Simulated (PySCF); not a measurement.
# Two-dimensional NMR puzzle

Compound of formula C8H10O. Correlations simulated from computed shifts and the bond graph:

HSQC (one-bond C–H):
```
  δH     δC
7.25  138.8
6.89  126.0
6.79  128.9
6.38  111.8
3.66   54.4
2.30   22.7
```

COSY cross peaks (H two or three bonds apart, from the bond graph; peaks can be absent where the dihedral angle is near 90°):
```
  δH    δH
7.25  6.79
7.25  6.38
```

HMBC (two and three bonds, from the bond graph):
```
  δH                                δC
7.25        169.8, 149.7, 128.9, 111.8
6.89  169.8, 149.7, 128.9, 111.8, 22.7
6.79  149.7, 138.8, 126.0, 111.8, 22.7
6.38        169.8, 138.8, 128.9, 126.0
3.66                             169.8
2.30               149.7, 128.9, 126.0
```

Carbons without hydrogens: δ 169.8, 149.7.

- geometry: PBE0-D3(BJ)/def2-SVP
- σ from GIAO-CAM-B3LYP/pcSseg-1
- program: PySCF 2.14.0 with density-fitted response routines
- equivalent nuclei averaged, relativity neglected, a single conformation, in vacuum

References, each an isolated molecule treated in the same way: ¹H (σ = 31.33 ppm), ¹³C (σ = 182.45 ppm) against TMS.

Exchangeable hydrogens are left out of these lists.

Task: Which molecule is this?

Result: 3-methylanisole (COc1cccc(C)c1).

Atoms are numbered as in `[CH3:1][O:2][c:3]1[cH:4][cH:5][cH:6][c:7]([CH3:8])[cH:9]1`. Each H is labelled by its parent atom.

1. δC 169.8 is C3, an aromatic carbon bearing oxygen.
2. δC 149.7 is C7, a substituted aromatic carbon.
3. δC 138.8 is C5, an aromatic CH (δH 7.25).
4. δC 128.9 is C6, an aromatic CH (δH 6.79).
5. δC 126.0 is C9, an aromatic CH (δH 6.89).
6. δC 111.8 is C4, an aromatic CH (δH 6.38).
7. δC 54.4 is C1, a methyl carbon bonded to O (δH 3.66).
8. δC 22.7 is C8, a methyl carbon on an aromatic ring (δH 2.30).
9. HMBC from δH 7.25 reaches the proton-free carbons C3, C7.
10. HMBC from δH 6.89 reaches the proton-free carbons C3, C7.
11. HMBC from δH 6.79 reaches the proton-free carbon C7.
12. HMBC from δH 6.38 reaches the proton-free carbon C3.
13. COSY links 7.25–6.79, 7.25–6.38.

This is the structure that produced the data.

Shifts are as computed, not scaled to solution data. Of 1211 compounds with measured shifts, 218 miss one by over three times the rms of a fit or turn the order of signals round; such compounds aren't used in these exercises.
